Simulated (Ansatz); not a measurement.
Consider the redistribution: `[CH3][Cd][Br]` + `[F][GeH]([SH])[Cl]` → `[CH3][Cd][SH]` + `[F][GeH]([Cl])[Br]`.

Gas-phase electronic energies from Ansatz, PBE0-D4/def2-TZVP geometries. CBS: MP2 limit from def2 TZ/QZ plus the TZ coupled-cluster correction, frozen cores. Functionals use def2-TZVPP. def2 core potentials past Kr. For Br, Cd, Ge outer-core shells are correlated without core-valence functions, which leaves a few kJ/mol of doubt a bond. Scalar relativity is left out up to krypton. One conformer a species, not always the lowest.

`[CH3][Cd][Br]`:

Cartesian coordinates in Å:
```
C -0.388 0.656 -0.518
Cd 0.496 -0.838 0.662
Br 1.518 -2.567 2.026
H -1.212 1.114 0.029
H 0.353 1.418 -0.758
H -0.767 0.217 -1.441
```

`[F][GeH]([SH])[Cl]`:

Cartesian coordinates in Å:
```
F 0.553 0.082 -1.767
Ge -0.382 -0.151 -0.331
S 0.912 -0.874 1.279
Cl -1.155 1.788 0.106
H -1.503 -1.137 -0.649
H 1.574 0.293 1.362
```

`[CH3][Cd][SH]`:

Cartesian coordinates in Å:
```
C -0.101 1.102 0.922
Cd -0.191 -0.586 -0.331
S -0.323 -2.480 -1.719
H -0.916 1.787 0.685
H 0.849 1.618 0.778
H -0.183 0.796 1.966
H 0.864 -2.236 -2.301
```

`[F][GeH]([Cl])[Br]`:

```xyz
5

F    -1.108    0.627    1.176
Ge   -0.009   -0.122    0.083
Cl   -1.033   -0.298   -1.766
Br    1.766    1.277   -0.134
H     0.384   -1.485    0.641
```

Task: Is it downhill or uphill in electronic energy at CCSD(T)/CBS, and by how much? (Best estimate.)

Result: The calculation gave: Uphill: ΔE = +0.36 eV.

Task: What do these levels give: LDA (SPW92), r2SCAN-D4, CAM-B3LYP-D4, BHLYP, CAM-B3LYP, RPA@PBE/def2-TZVPP? (An estimate is asked.)

Result: Ansatz gave: LDA (SPW92) 0.30, r2SCAN-D4 0.35, CAM-B3LYP-D4 0.37, BHLYP 0.40, CAM-B3LYP 0.37, RPA@PBE/def2-TZVPP 0.33 eV.

Largest T1 diagnostic among the species: 0.012.

Leaving LDA and LC-ωPBE aside and taking each functional with its dispersion term where it has one, the values, not all of them listed here, spread over 0.08 eV, from revPBE-D4 to BHLYP-D4. At CCSD(T), def2-SVP lies +0.06 eV from the extrapolated value and def2-TZVPP −0.02 eV.
